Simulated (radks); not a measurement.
Xe5+, configuration [Kr] 4d10 5s2 5p(1/2: 1, 3/2: 0).

Calculated with a radial shooting solver on a logarithmic mesh with Libxc functionals: Dirac Kohn-Sham, relativistic LDA (MacDonald-Vosko exchange, VWN5 correlation), spin-unpolarised, spherical densities, finite nucleus; Fermi nuclear charge, rms radius 4.7859 fm.

Energy parts (eV):
| part | energy |
|---|---|
| total | -202106.832 |
| kinetic | 214079.671 |
| electron-nucleus | -488334.077 |
| Hartree | 76723.801 |
| exchange-correlation | -4576.226 |

Orbitals (lengths in bohr, moments of r in powers of bohr; r(90%) holds 90 % of the orbital's charge):
orbital  occ.  eigenvalue (eV)      <r^4>  r(90%)  small-component weight
1s1/2       2        -34202.32  2.470e-06  0.0481                3.94e-02
2s1/2       2        -5380.948  0.0004160   0.178                8.45e-03
2p1/2       2        -5066.301  0.0002640   0.158                8.49e-03
2p3/2       4        -4744.819  0.0003187   0.166                8.05e-03
3s1/2       2        -1149.766    0.01771   0.452                2.52e-03
3p1/2       2        -1017.719    0.01674   0.446                2.47e-03
3p3/2       4        -956.6172    0.01935   0.463                2.35e-03
3d3/2       4        -722.1654    0.01549   0.438                2.23e-03
3d5/2       6        -709.1829    0.01621   0.443                2.20e-03
4s1/2       2        -256.9823     0.4947    1.03                7.43e-04
4p1/2       2        -209.9735     0.6036    1.09                6.81e-04
4p3/2       4        -197.5992     0.6978    1.13                6.42e-04
4d3/2       4        -120.9528      1.233    1.30                5.04e-04
4d5/2       6        -118.9223      1.292    1.32                4.94e-04
5s1/2       2         -73.9955      13.76    2.37                1.73e-04
5p1/2       1         -60.8967      20.25    2.62                1.46e-04
5p3/2       0         -58.8092      22.75    2.69                1.40e-04

The highest occupied level is 5p1/2 at -60.897 eV. The electron density at the nucleus is 2.684e+05 e/bohr^3.
